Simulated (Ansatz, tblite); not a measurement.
Adding an electron: the cluster TeAs2⁺ (the lowest doublet isomer of a short search). Charge 1, multiplicity 2. Geometry: PBE-D4/def2-TZVP. Ansatz, gas phase; energy differences of separate SCF runs; the reduced species is a singlet (the triplet lies 0.17 eV higher at PBE0-D4/def2-TZVP).

| atom | x (Å) | y (Å) | z (Å) |
| --- | --- | --- | --- |
| As1 | -0.2402 | -0.7434 | 1.1460 |
| As2 | -0.2302 | -0.7287 | -1.1573 |
| Te3 | 0.4703 | 1.4721 | 0.0114 |

In the def2 sets Te takes a core potential; there is no spin–orbit coupling. The xTB rows come from tblite. The structure comes from a short search, and lower isomers may exist.

**Question.** Estimate orbital energies and vertical electron affinities at: GFN1-xTB; GFN2-xTB; PBE-D4/def2-TZVP; r2SCAN-D4/def2-TZVP; PBE0-D4/def2-TZVP.

**Answer.** 
```tsv
level	−HOMO (eV)	−LUMO (eV)	vertical EA (eV)	HOMO–LUMO gap (eV)	remarks
GFN1-xTB	–	–	13.22	–	–
GFN2-xTB	–	–	11.76	–	–
PBE-D4/def2-TZVP	10.81	9.99	7.27	0.82	restricted singlet, untested (singlet)
r2SCAN-D4/def2-TZVP	11.17	9.84	7.34	1.33	restricted singlet, untested (singlet)
PBE0-D4/def2-TZVP	11.79	9.22	7.35	2.56	restricted singlet, untested (singlet)
```

  HOMO and LUMO are the levels of the spin that leaves or enters (xTB has no such levels and no spin-polarisation term). Other spin states of the ions may lie lower, which would lower the ionisation energy or raise the affinity. Raw xTB energy differences between charge states are shifted by several eV; the methods need an empirical correction for them.
